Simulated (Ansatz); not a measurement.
## Worked example: the step energy

An elementary step of SiNH₄ClF₂, closed shell (SiHClF₂ ([F][SiH]([F])[Cl]) + NH₃ → SiNH₃F₂ ([NH2][SiH]([F])[F]) + HCl; Si–Cl, H–N broken or loosened, Si–N, Cl–H formed or tightened). “Start” and “end” are the PBE0-D4/def2-TZVP structures reached by relaxing down either side of its saddle point, with the molecules still in contact.

Computed with Ansatz 0.2.0 (basis: def2-TZVPP and def2-QZVPP); correlated methods freeze the cores.

Energies in eV:

| quantity | end | start |
| --- | --- | --- |
| Hartree–Fock, triple zeta (X = 3) | -27331.64405 | -27331.73733 |
| Hartree–Fock, quadruple zeta (X = 4) | -27332.60264 | -27332.67779 |
| MP2 correlation, X = 3 | -28.36818 | -28.58797 |
| MP2 correlation, X = 4 | -30.95221 | -31.20963 |
| CCSD(T) correlation, X = 3 | -30.25685 | -30.45066 |

Task: Work out the step energy at the basis limit: extrapolate Hartree–Fock as E(X) = E∞ + A exp(−7.88 √X) and the MP2 correlation as E(X) = E∞ + B X^−2.97 (the exponents that Neese and Valeev fitted for def2-TZVPP and QZVPP), then add CCSD(T) − MP2 in triple zeta.

Result: Each step is linear, so take the differences first (end − start): Hartree–Fock 0.09328 (X = 3) and 0.07515 (X = 4); MP2 correlation 0.21979 and 0.25742; CCSD(T) correlation 0.19381.
Two points give E∞ = E(4) + w [E(4) − E(3)], with w = 1/(exp(7.88 (2 − √3)) − 1) = 0.1377 for Hartree–Fock and w = 1/((4/3)^2.97 − 1) = 0.7407 for the correlation.
Hartree–Fock: 0.07515 + 0.1377 × (-0.01813) = 0.0727 eV.
MP2 correlation: 0.25742 + 0.7407 × 0.03763 = 0.2853 eV.
CCSD(T) − MP2: 0.19381 − 0.21979 = -0.0260 eV.
Sum: 0.0727 + 0.2853 + (-0.0260) = 0.3320 eV, or 7.66 kcal/mol. Plain CCSD(T) in triple zeta gives 0.2871 eV, so the larger basis shifts the result by 0.0449 eV.

No T1 diagnostic of these runs exceeds 0.011.

The step is the kind of exchange with an N–H group that builds nitride films in atomic layer and chemical vapour deposition.

Labels in which every atom is bracketed show which atoms are joined, not bond orders.

For scale, one of the runs: CCSD(T)/def2-TZVPP, 233 basis functions, launched by `ansatz run in.yaml --threads 4 --pin off --events-out ev --progress --plain --max-ram 9574MiB`. Hardware: 4 CPU threads of an Arm Neoverse N1, shared host. Wall time 3.5 min; peak host memory 4.2 GiB.
